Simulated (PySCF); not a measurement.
**SMILES C=C/C(F)=C\Br, C4H4BrF**

Cartesian coordinates in Å; atom numbers follow the order of the lines, from 1:
```xyz
10

C    -1.838   -0.314    0.101
C    -0.671    0.322    0.096
C     0.595   -0.346   -0.100
F     0.531   -1.684   -0.287
C     1.819    0.190   -0.121
Br    2.143    2.020    0.117
H    -2.764    0.212    0.250
H    -1.899   -1.380   -0.045
H    -0.610    1.390    0.243
H     2.703   -0.406   -0.277
```

Theory: GIAO HF/pcSseg-1 magnetisability, rotational g tensor and spin-rotation constants, non-relativistic, gas phase in PySCF 2.14.0. Geometry: GFN2-xTB.

The calculation is non-relativistic, which matters for the atoms heavier than Zn.

Q: Give the nuclear spin-rotation constants along the inertial axes (H = +C I·J) beside the isotropic shieldings.

A: Rotational constants 5.3947, 1.0982, 0.9124 GHz. A star marks the isotopologue with that one atom substituted, in its own axes.
| atom | isotope | Caa (kHz) | Cbb (kHz) | Ccc (kHz) | mean (kHz) | σ (ppm) |
| --- | --- | --- | --- | --- | --- | --- |
| F4 | 19F | 5.219 | 1.085 | 0.220 | 2.175 | 343.6 |
| Br6 | 79Br | 3.759 | 1.188 | 1.115 | 2.021 | 2467.6 |
| H7 | 1H | -0.538 | 0.096 | -0.106 | -0.183 | 26.2 |
| H8 | 1H | 0.060 | -0.019 | -0.106 | -0.022 | 25.9 |
| H9 | 1H | -0.046 | 0.011 | -0.104 | -0.046 | 25.2 |
| H10 | 1H | -0.560 | 0.088 | -0.099 | -0.190 | 25.9 |
| C1 | 13C* | 1.690 | 0.529 | 0.093 | 0.771 | 62.1 |
| C2 | 13C* | 1.603 | 0.534 | 0.106 | 0.748 | 63.5 |
| C3 | 13C* | 1.905 | 0.542 | 0.210 | 0.885 | 24.2 |
| C5 | 13C* | 1.581 | 0.412 | 0.134 | 0.709 | 82.1 |

For the geometry as given, no vibrational averaging.

Q: How do the rotational constants and the g tensor change when H7, H8, H9, H10 are replaced by deuterium?

A: Constants 4.7511, 1.0418, 0.8545 GHz; g -0.0347, -0.0113, -0.0006, against -0.0386, -0.0120, -0.0006 before.
